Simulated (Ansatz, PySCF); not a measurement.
This PySCF input computes a CCSD(T)/cc-pVDZ energy:

```python
from pyscf import gto, scf, mp, cc as ccmod

mol = gto.M(
    atom='''
    B    -0.71003125    0.07546853   -0.03452717
    O     0.63419432    0.01457283    0.08808635
    H    -1.30224394   -0.74213500   -0.67821064
    H    -1.25992586    0.97291974    0.52460695
    H     1.03877147   -0.72471000   -0.37845126
    ''',
    basis='cc-pvdz',
    charge=0,
    spin=0,
    verbose=4,
)

mf = scf.RHF(mol)
mf.conv_tol = 1e-10
mf.max_cycle = 100
mf.kernel()
mp2 = mp.MP2(mf, frozen=2).run()
cc = ccmod.CCSD(mf, frozen=2)
cc.max_cycle = 100
cc.kernel()
et = cc.ccsd_t()
print(f'E(CCSD(T)) = {cc.e_tot + et:.9f}')
```

Problem. Write an input for the same energy in Ansatz (a first-principles code) and say what it gives.

Solution. 
Ansatz 0.2 input:
```yaml
crystal:
  periodic: [false, false, false]
  atoms:
    - {symbol: B, position_ang: [-0.71003125, 0.07546853, -0.03452717]}
    - {symbol: O, position_ang: [0.63419432, 0.01457283, 0.08808635]}
    - {symbol: H, position_ang: [-1.30224394, -0.74213500, -0.67821064]}
    - {symbol: H, position_ang: [-1.25992586, 0.97291974, 0.52460695]}
    - {symbol: H, position_ang: [1.03877147, -0.72471000, -0.37845126]}
basis:
  gaussian:
    orbitals: cc-pVDZ
magnetization: {spin_polarized: false}
correlation: {method: ccsd_t, electrons: outside_noble_gas}
```
It gives -101.64045 Eh, and PySCF -101.64046 Eh, a difference of 0.01 mEh.
